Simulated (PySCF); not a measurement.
BH$_{4}$N$_{2}$Si, B$_{2}$ClH$_{3}$N, BH$_{5}$NSi$_{2}$, BH$_{4}$NSi$_{2}$ and others (calculated)

All values are calculated (PySCF 2.14.0). Calculation on a computer-drawn molecule: optimised geometry and harmonic frequencies of an isolated molecule of the commonest isotopes, restricted reference for singlets and unrestricted otherwise, frozen core in MP2.

```json
{"entry": 1, "formula": "BH4N2Si", "start_structure": {"atoms_angstrom": [["N", -1.9124, 0.8057, -0.1997], ["B", -1.071, 1.6249, 0.3677], ["N", -0.2195, 2.6268, 0.7096], ["Si", 1.5743, 2.52, 0.68], ["H", -2.571, 0.1098, -0.3254], ["H", -0.5415, 3.4803, 1.0781], ["H", 2.0107, 1.0936, 0.4737], ["H", 2.0059, 3.1142, 1.896]]}, "given": {"charge": 0, "multiplicity": 2, "method": "HF", "basis": "cc-pV(D+d)Z", "drawn_bonds_atom": [1, 2, 3, 1, 3, 4, 4], "drawn_bonds_other_atom": [2, 3, 4, 5, 6, 7, 8], "drawn_bonds_order": [2, 1, 1, 1, 1, 1, 1]}, "results": {"optimised_atom_element": ["N", "B", "N", "Si", "H", "H", "H", "H"], "optimised_atom_x [angstrom]": [-1.909, -1.107, -0.1871, 1.552, -2.549, -0.5983, 1.944, 2.13], "optimised_atom_y [angstrom]": [0.8017, 1.64, 2.595, 2.529, 0.109, 3.457, 1.108, 3.136], "optimised_atom_z [angstrom]": [-0.1184, 0.2983, 0.7583, 0.6582, -0.3957, 1.069, 0.5265, 1.883], "modes_frequency [cm^-1]": [83.95, 156.6, 177.5, 349.4, 485.1, 518.6, 524.6, 685.7, 844.6, 847.8, 979.2, 1079, 1360, 2145, 2277, 2313, 3795, 4112], "modes_reduced_mass [dalton]": [1.25, 4.11, 1.389, 1.197, 1.748, 2.383, 3.326, 1.864, 2.15, 1.168, 1.06, 2.968, 1.49, 7.832, 1.04, 1.051, 1.074, 1.1], "rotational_constants [GHz]": [31.19, 2.734, 2.536], "total_energy [hartree]": -424.8767, "spin_squared": 0.7539, "convergence_status_largest_gradient_component [hartree/bohr]": 4.014e-05}}
{"entry": 2, "formula": "B2ClH3N", "start_structure": {"atoms_angstrom": [["N", -2.0783, 2.2226, 0.7241], ["B", -0.8456, 2.3155, 0.8336], ["B", 0.811, 2.4573, 0.9917], ["Cl", 1.6408, 2.2452, -0.7294], ["H", -3.0316, 2.0827, 0.5847], ["H", 1.3394, 1.6805, 1.7045], ["H", 1.181, 3.6097, 1.3514]]}, "given": {"charge": -1, "multiplicity": 1, "method": "HF", "basis": "aug-cc-pV(D+d)Z", "drawn_bonds_atom": [1, 2, 3, 1, 3, 3], "drawn_bonds_other_atom": [2, 3, 4, 5, 6, 7], "drawn_bonds_order": [2, 1, 1, 1, 1, 1]}, "results": {"optimised_atom_element": ["N", "B", "B", "Cl", "H", "H", "H"], "optimised_atom_x [angstrom]": [-2.092, -0.8497, 0.846, 1.701, -3.056, 1.317, 1.151], "optimised_atom_y [angstrom]": [2.204, 2.321, 2.498, 2.231, 2.093, 1.644, 3.623], "optimised_atom_z [angstrom]": [0.7442, 0.8168, 1.003, -0.7924, 0.5978, 1.732, 1.359], "modes_frequency [cm^-1]": [141.6, 291.7, 316.7, 322.7, 397.4, 533.0, 709.4, 785.7, 942.5, 1095, 1252, 1949, 2488, 2503, 4116], "modes_reduced_mass [dalton]": [5.875, 1.202, 2.372, 1.204, 11.76, 5.613, 4.201, 1.765, 1.063, 1.22, 1.113, 8.003, 1.055, 1.116, 1.096], "rotational_constants [GHz]": [19.24, 2.4, 2.172], "total_energy [hartree]": -565.1679, "convergence_status_largest_gradient_component [hartree/bohr]": 4.064e-05}}
{"entry": 3, "formula": "B2ClH3N", "start_structure": {"atoms_angstrom": [["N", -2.0925, 2.2036, 0.7442], ["B", -0.8497, 2.321, 0.8168], ["B", 0.846, 2.4983, 1.0027], ["Cl", 1.7009, 2.2315, -0.7924], ["H", -3.0562, 2.093, 0.5978], ["H", 1.3171, 1.6437, 1.7323], ["H", 1.1511, 3.6225, 1.3592]]}, "given": {"charge": -1, "multiplicity": 1, "method": "MP2", "basis": "aug-cc-pV(D+d)Z", "drawn_bonds_atom": [1, 2, 3, 1, 3, 3], "drawn_bonds_other_atom": [2, 3, 4, 5, 6, 7], "drawn_bonds_order": [2, 1, 1, 1, 1, 1]}, "results": {"optimised_atom_element": ["N", "B", "B", "Cl", "H", "H", "H"], "optimised_atom_x [angstrom]": [-2.104, -0.8332, 0.8601, 1.701, -3.087, 1.323, 1.157], "optimised_atom_y [angstrom]": [2.202, 2.322, 2.496, 2.236, 2.091, 1.644, 3.623], "optimised_atom_z [angstrom]": [0.7442, 0.815, 0.9828, -0.7711, 0.5986, 1.732, 1.359], "modes_frequency [cm^-1]": [130.3, 215.7, 272.1, 289.0, 398.5, 555.5, 696.3, 728.4, 907.7, 1034, 1174, 1802, 2438, 2467, 3873], "modes_reduced_mass [dalton]": [6.491, 1.602, 1.275, 1.629, 6.507, 5.984, 3.813, 1.77, 1.052, 1.26, 1.104, 8.064, 1.056, 1.115, 1.097], "rotational_constants [GHz]": [19.69, 2.404, 2.181], "total_energy [hartree]": -565.6856, "convergence_status_largest_gradient_component [hartree/bohr]": 1.347e-05}}
{"entry": 4, "formula": "BH5NSi2", "start_structure": {"atoms_angstrom": [["N", -2.1885, 3.9542, -1.643], ["B", -1.5092, 3.2151, -0.9134], ["Si", -0.3346, 2.0578, 0.0762], ["Si", -1.008, -0.3047, -0.2205], ["H", -2.7967, 4.5055, -2.1602], ["H", -0.3466, 2.0165, 1.5543], ["H", 1.1045, 1.9138, -0.3362], ["H", -0.9078, -1.1423, -1.4421], ["H", -1.6394, -1.2318, 0.7674]]}, "given": {"charge": 1, "multiplicity": 1, "method": "HF", "basis": "cc-pV(D+d)Z", "drawn_bonds_atom": [1, 2, 3, 1, 3, 3, 4, 4], "drawn_bonds_other_atom": [2, 3, 4, 5, 6, 7, 8, 9], "drawn_bonds_order": [2, 1, 1, 1, 1, 1, 1, 1]}, "results": {"optimised_atom_element": ["N", "B", "Si", "Si", "H", "H", "H", "H", "H"], "optimised_atom_x [angstrom]": [-2.266, -1.392, -0.09641, -1.085, -2.944, -0.1839, 1.264, -0.7483, -2.175], "optimised_atom_y [angstrom]": [3.591, 3.08, 1.985, -0.1395, 4.075, 2.127, 1.929, -0.9293, -0.7336], "optimised_atom_z [angstrom]": [-1.533, -0.8521, 0.1904, -0.3124, -2.07, 1.649, -0.3587, -1.504, 0.4734], "modes_frequency [cm^-1]": [41.04, 103.2, 241.5, 306.8, 377.0, 414.8, 552.0, 601.2, 653.8, 664.3, 680.5, 720.2, 790.3, 985.3, 1040, 2116, 2377, 2385, 2398, 2418, 4022], "modes_reduced_mass [dalton]": [5.429, 1.03, 2.678, 5.068, 1.048, 6.896, 6.891, 1.409, 1.219, 1.215, 1.248, 1.105, 1.15, 1.053, 1.071, 7.52, 1.027, 1.03, 1.056, 1.056, 1.106], "rotational_constants [GHz]": [6.523, 2.375, 1.818], "total_energy [hartree]": -659.6319, "convergence_status_largest_gradient_component [hartree/bohr]": 3.235e-06}}
{"entry": 5, "formula": "BH4NSi2", "start_structure": {"atoms_angstrom": [["N", -0.8408, -0.978, 0.1985], ["B", -0.2494, -0.311, -0.6148], ["Si", 0.7734, 0.9348, -1.7135], ["Si", 2.3839, 2.4053, -1.0285], ["H", -1.3304, -1.4935, 0.8005], ["H", -0.1099, 1.7858, -2.5494], ["H", 1.5268, 0.1121, -2.8096], ["H", 2.434, 2.1991, 0.4297]]}, "given": {"charge": 0, "multiplicity": 1, "method": "HF", "basis": "cc-pV(D+d)Z", "drawn_bonds_atom": [1, 2, 3, 1, 3, 3, 4], "drawn_bonds_other_atom": [2, 3, 4, 5, 6, 7, 8], "drawn_bonds_order": [2, 1, 1, 1, 1, 1, 1]}, "results": {"optimised_atom_element": ["N", "B", "Si", "Si", "H", "H", "H", "H"], "optimised_atom_x [angstrom]": [-0.8345, -0.2363, 0.7673, 1.846, -1.32, -0.2045, 1.744, 2.825], "optimised_atom_y [angstrom]": [-0.869, -0.1827, 1.011, 2.691, -1.438, 1.585, 0.1882, 1.67], "optimised_atom_z [angstrom]": [0.228, -0.5984, -1.867, -0.5044, 0.8701, -2.829, -2.624, 0.03759], "modes_frequency [cm^-1]": [66.47, 162.2, 268.5, 322.5, 415.7, 444.2, 532.4, 550.2, 558.6, 683.1, 747.9, 831.7, 1019, 2067, 2153, 2291, 2301, 4081], "modes_reduced_mass [dalton]": [7.639, 1.112, 2.661, 4.849, 4.286, 1.279, 7.365, 1.235, 1.226, 1.281, 1.152, 1.129, 1.049, 7.701, 1.042, 1.042, 1.039, 1.102], "rotational_constants [GHz]": [8.221, 2.064, 1.705], "total_energy [hartree]": -659.2835, "convergence_status_largest_gradient_component [hartree/bohr]": 2.089e-05}}
{"entry": 6, "formula": "H4NOSi2", "start_structure": {"atoms_angstrom": [["N", -2.7743, -2.4479, 2.2149], ["Si", -2.1025, -1.7707, 0.9277], ["O", -0.5556, -1.7531, 0.5565], ["Si", -2.8915, -0.6048, -0.7763], ["H", -2.2946, -3.0301, 2.8675], ["H", 0.169, -2.1569, 1.0877], ["H", -2.654, 0.8923, -0.8714], ["H", -4.3133, -0.826, -1.1206]]}, "given": {"charge": 0, "multiplicity": 2, "method": "HF", "basis": "cc-pV(D+d)Z", "drawn_bonds_atom": [1, 2, 2, 1, 3, 4, 4], "drawn_bonds_other_atom": [2, 3, 4, 5, 6, 7, 8], "drawn_bonds_order": [2, 1, 1, 1, 1, 1, 1]}, "results": {"optimised_atom_element": ["N", "Si", "O", "Si", "H", "H", "H", "H"], "optimised_atom_x [angstrom]": [-2.774, -1.987, -0.3859, -3.099, -2.486, 0.2266, -2.397, -4.514], "optimised_atom_y [angstrom]": [-2.63, -1.772, -1.515, -0.7133, -3.183, -1.93, 0.4766, -0.4295], "optimised_atom_z [angstrom]": [1.941, 0.903, 0.7064, -0.823, 2.723, 1.298, -1.349, -0.5132], "modes_frequency [cm^-1]": [136.8, 160.1, 265.0, 289.4, 413.9, 473.4, 543.6, 551.8, 584.3, 626.8, 845.1, 923.9, 991.5, 1273, 2324, 2346, 3877, 4146], "modes_reduced_mass [dalton]": [1.254, 2.97, 3.731, 3.938, 1.214, 3.699, 1.219, 1.458, 1.153, 1.16, 1.983, 2.197, 1.141, 7.77, 1.031, 1.052, 1.082, 1.067], "rotational_constants [GHz]": [6.967, 3.171, 2.191], "total_energy [hartree]": -709.4997, "spin_squared": 0.7664, "convergence_status_largest_gradient_component [hartree/bohr]": 3.68e-05}}
```
